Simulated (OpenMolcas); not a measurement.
Ho3+: effect of the metal basis and ligand basis

Ho3+ with 8 ligands (fluoride) in cubic eightfold coordination (Oh) at 2.33 Å. A charge of +0.625 e stands 2.8 Å behind each ligand.

- Program: OpenMolcas 26.06
- Method: CASSCF
- Spin-orbit coupling: RASSI with atomic mean-field integrals over the reference wave functions

Fixed: active space 10 electrons in 7 orbitals (4f), DKH2 Hamiltonian.

States (labels of O, the rotations of Oh). Energies in cm-1 above the lowest state or level, χT in cm3 K/mol.

```
Run   Metal basis  Ligand basis  Ground state  First state of that spin  First gap with spin-orbit (degeneracies)  Width of lowest J  χT at 300 K                    Cost
  A  ANO-RCC-VDZP  ANO-RCC-VDZP           5A2                 5T2 130.0                                0.2 (3, 2)                330       13.672  roughly 2 core-minutes
  B  ANO-RCC-VTZP  ANO-RCC-VTZP           5A2                 5T2 125.9                                0.1 (3, 2)                322       13.687  roughly 7 core-minutes
```

Against A, the width of the lowest J multiplet changes by -2.4 % in B.

Costs are those of the RASSCF and RASSI steps.

High states are left out of the spin-orbit mixing, which shifts the levels that they would mix with. Without dynamic correlation the ligand-field splitting of an f shell can come out too small, at times by half. A group larger than the point group allows holds several states that coincide in this model. No measured value stands beside these numbers; the geometry was imposed, not optimised, and the real ion may take another.
